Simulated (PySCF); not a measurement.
Compound: C5H9NSi.
SMILES with atom numbers: `[CH:1]#[C:2][C@@H:3]1[CH2:4][CH2:5][Si@H:6]1[NH2:7]`

Cartesian coordinates in Å at the PBE0-D3(BJ)/def2-SVP level; atoms count from 1:
```
atom  x, y, z in Å
C1     2.560   -1.866    0.773
C2     1.524   -1.233    0.757
C3     0.302   -0.473    0.695
C4    -0.977   -1.149    0.114
C5    -1.710    0.084   -0.468
Si6   -0.013    0.897   -0.618
N7     0.182    2.582   -0.345
H8     3.475   -2.426    0.794
H9     0.064   -0.046    1.687
H10   -1.547   -1.735    0.852
H11   -0.684   -1.839   -0.693
H12   -2.320    0.581    0.305
H13   -2.345   -0.091   -1.348
H14    0.713    0.580   -1.882
H15    0.986    3.081   -0.704
H16   -0.228    3.052    0.453
```

NICS = −σ at a ghost point: NICS(0) at the centroid of the ring atoms, NICS(1) 1 Å to either side along the normal of their mean plane, zz for the tensor component along that normal. Level: GIAO KT3/pcSseg-1 (PySCF, non-relativistic, gas phase) on the PBE0-D3(BJ)/def2-SVP geometry, one conformer.

Ring bond lengths (Å): C3–C4 1.559, C4–C5 1.548, C5–Si6 1.887, Si6–C3 1.923.

**Question.** What do the NICS probes read (ppm)?

**Answer.** 
```tsv
ring	type	NICS(0)	NICS(1), two faces	NICS(1)zz, two faces	rms pucker (Å)	centre to ring atoms, mean (Å)
C3–C4–C5–Si6	4-membered ring with Si; formal bonds all single	-6.1	-3.8 / -3.4	0.7 / -0.9	0.17	1.21
```

**Question.** What do they say, and how far can they be read as aromaticity?

**Answer.** 
- C3–C4–C5–Si6: mean NICS(1)zz -0.1 ppm, near zero. C3, C4, C5, Si6 have four or more neighbours, and the NICS criterion for π rings isn't applied.

**Question.** At the first NICS(1) probe listed for ring C3–C4–C5–Si6, 1 Å off the ring, how large is the induced field along the normal in 7.05 T applied along it?

**Answer.** NICSzz × B0 = 0.7 ppm × 7.05 T = 5 μT, along the applied field.

**Question.** How do the values depend on the level or the medium?

**Answer.** 
```csv
level,"NICS(0), C3–C4–C5–Si6","mean NICS(1)zz, C3–C4–C5–Si6"
"KT3/pcSseg-1, gas",-6.1,-0.1
"PBE0/pcSseg-1, gas",-6.4,-0.2
"PBE0/pcSseg-1, IEF-PCM chloroform",-6.4,-0.1
```

The geometry is the same throughout; the continuum's cavity takes Bondi-type radii × 1.2.
